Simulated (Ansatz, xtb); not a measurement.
# Relaxing a trial structure of CH6AsB+

The starting geometry of this gas-phase doublet has its atoms placed at random.

```xyz
9

C    -0.2331    2.2279   -0.1825
As   -0.1754    0.5310   -0.0935
B     1.0775   -1.0745    0.6442
H     0.8896    0.3746    1.5707
H     1.7483   -0.4425   -0.1714
H     0.2126    1.3461    0.9366
H    -0.7257   -0.8344   -1.0463
H    -1.1361    1.6683    0.0277
H    -0.3978    1.3546   -1.3560
```

Q: Guess where an optimisation with r2SCAN-D4/def2-SVP ends from this start.

A: It ends as a structure given below by its coordinates. Distances that change by over a tenth: C1–As2 (1.70 → 1.91 Å), As2–H7 (1.75 → 1.50 Å). Contacts that open: As2–H6 (1.37 → 2.49 Å), As2–H8 (1.49 → 2.49 Å), As2–H9 (1.52 → 2.49 Å). Contacts that close: C1–H6 (1.49 → 1.10 Å), C1–H9 (1.47 → 1.10 Å), B3–H4 (1.73 → 1.20 Å).

The energy falls by 16.23 eV over 18 steps:

| step | E − E(last) (eV) |
| --- | --- |
| 1 | 16.225 |
| 3 | 8.501 |
| 5 | 3.313 |
| 7 | 0.729 |
| 9 | 0.413 |
| 10 | 0.289 |
| 12 | 0.156 |
| 14 | 0.058 |
| 16 | 0.004 |
| 18 | 0.000 |

Final geometry (Å):

```xyz
9

C    -0.6574    1.8745   -0.2387
As    0.0043    0.0845   -0.3397
B     1.4031   -0.7661    0.8204
H     1.8548   -0.0641    1.6762
H     1.6558   -1.9023    0.5477
H    -0.1537    2.3930    0.5879
H    -0.6455   -0.6842   -1.4529
H    -1.7464    1.8381   -0.0734
H    -0.4554    2.3780   -1.1981
```

From the same start GFN2-xTB reaches the same bonding as this run.

From so rough a start the end depends on the optimiser's path, so another program may land elsewhere. The end wasn't checked by frequencies. Open shells are spin-unrestricted. Run with Ansatz 0.2.0, 100 s on 2 threads of Intel(R) Xeon(R) Platinum 8259CL CPU @ 2.50GHz (Skylake/Cascade Lake), on a shared host.
